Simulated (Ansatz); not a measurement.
Reaction (ligand exchange at the Si–N bond): `CN([SiH2]O)[SiH2]Cl` + `N[SiH](O)O` → `O[SiH2]N[SiH](O)O` + `CN[SiH2]Cl`

Program: Ansatz. Geometries: PBE0-D4/def2-TZVP. ΔE: electronic, gas phase. CCSD(T)/CBS is the MP2 limit (def2-TZVPP, def2-QZVPP) plus CCSD(T) − MP2 in def2-TZVPP, frozen cores. This one scheme is used for every species. DFT in def2-TZVPP. B3LYP here is the variant with VWN-RPA as its local correlation; programs differ in this. Each species was taken in one conformer, which may not be the lowest.

```
  level  ΔE (eV)
ωB97M-V    -0.17
  B3LYP    -0.22
```

(1) What does CCSD(T)/CBS give? (An estimate is asked.)

Largest T1 diagnostic among the species: 0.012.

Answers

(1) The calculation gave: -0.15 eV. The listed levels differ from it by -0.02, -0.07 eV.

In def2-TZVPP, CCSD(T) changes the Hartree–Fock value by +0.07 eV (the triples alone add +0.01 eV) and MP2 by +0.09 eV. The D4 term adds +0.05 eV with B3LYP and +0.03 eV with PBE0; it sums over pairs of atoms, weighted by their polarisabilities, and B3LYP, whose exchange is more repulsive, gets the larger term.
